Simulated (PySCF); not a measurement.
Si(H)2(F)(NMe2) (C2H8FNSi), SMILES CN(C)[SiH2]F.

Geometry optimised at B3LYP-D3(BJ)/def2-SVP. The structure was generated by enumeration, and PubChem lists no compound with its InChIKey, so it may never have been made. Other conformers were not sampled.

Calculation: TDA-PBE/def2-SVPD run with PySCF.

Vertical excitations.  State labels are in the subgroup Cs.

Computed UV-visible absorptions:
```
state  symmetry  energy (eV)  λ (nm)      f         main pairs
-----  --------  -----------  ------  -----  -----------------
S1           A'         5.38     230  0.009     HOMO→LUMO 91 %
S2           A'         6.07     204  0.125   HOMO→LUMO+1 87 %
S3           A'         6.14     202  0.022   HOMO→LUMO+2 97 %
S4           A"         6.37     195  0.000  HOMO→LUMO+3 100 %
S5           A'         6.56     189  0.013   HOMO→LUMO+4 99 %
S6           A"         7.06     176  0.001   HOMO→LUMO+6 99 %
S7           A'         7.09     175  0.017   HOMO→LUMO+5 98 %
S8           A'         7.67     162  0.035   HOMO→LUMO+7 95 %
S9           A"         7.74     160  0.019   HOMO−1→LUMO 97 %
S10          A'         7.78     159  0.037   HOMO→LUMO+8 97 %
T1           A'         5.17     240      0     HOMO→LUMO 94 %
T2           A'         5.47     227      0   HOMO→LUMO+1 94 %
T3           A'         5.90     210      0   HOMO→LUMO+2 99 %
T4           A"         6.24     199      0   HOMO→LUMO+3 99 %
```
Triplets are in the Tamm–Dancoff approximation.
